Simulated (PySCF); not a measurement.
Planning an excited-state job on `[GeH3][CH2]NCC`.

Method: TDDFT B3LYP/def2-SVPD, vertical, gas phase, core orbitals frozen in the response (PySCF 2.14.0, density-fitted response routines). Geometry: GFN2-xTB. Work: 8 singlets by full TDDFT, 3 Tamm–Dancoff triplets, polarisability, density and orbital grids written, density fitting. The command runs a driver script over a list of jobs; the input below is this job's line of settings and its coordinates in Å.

Command:
```bash
OMP_NUM_THREADS=1 python probes_run.py task.json out
```

Input:
```
{"job": {"kind": "uv", "xc": "B3LYP", "basis": "def2-SVPD", "nstates": 8, "ntriplets": 3}, "charge": 0, "multiplicity": 1}
C     -2.491190     0.393095    -0.469780
C     -1.246590    -0.465596    -0.639224
N     -0.097838     0.183871    -0.034799
C      1.122559    -0.588029    -0.137280
Ge     2.576246     0.456327     0.689907
H     -2.746203     0.493269     0.583324
H     -2.311514     1.384331    -0.877010
H     -3.333726    -0.055721    -0.989282
H     -1.422859    -1.470923    -0.213668
H     -1.027283    -0.592508    -1.704317
H     -0.299820     0.361453     0.947000
H      1.036886    -1.593724     0.309868
H      1.341901    -0.736641    -1.198683
H      2.313657     0.643870     2.151760
H      2.671110     1.812314     0.081375
H      3.907067    -0.216443     0.566545
```

Hardware: an Arm Neoverse N1 with one thread, on a shared host. PySCF's memory limit was set to 1040 MB.

Problem. How large is the basis?

Solution. 206 functions for 68 electrons, with 822 fitting functions; the fitted three-index integrals, 822 × 206 × 207/2 numbers of 8 bytes, come to 130 MiB.

Problem. Which is nearest to the wall time?
A. 8.0 s
B. 64 s
C. 1.1 s

Solution. B. The run took 64 s. The SCF took 11 cycles.

Problem. Estimate the peak memory.

Solution. About 0.87 GiB. Peak memory is the resident size of the whole Python process, interpreter and libraries included.

Times come from a shared host and carry two figures at best.

The run converged: HOMO -6.35 eV, LUMO 0.19 eV; lowest singlet 5.58 eV; lowest triplet 5.40 eV (Tamm–Dancoff); mean polarisability 80.5 au.
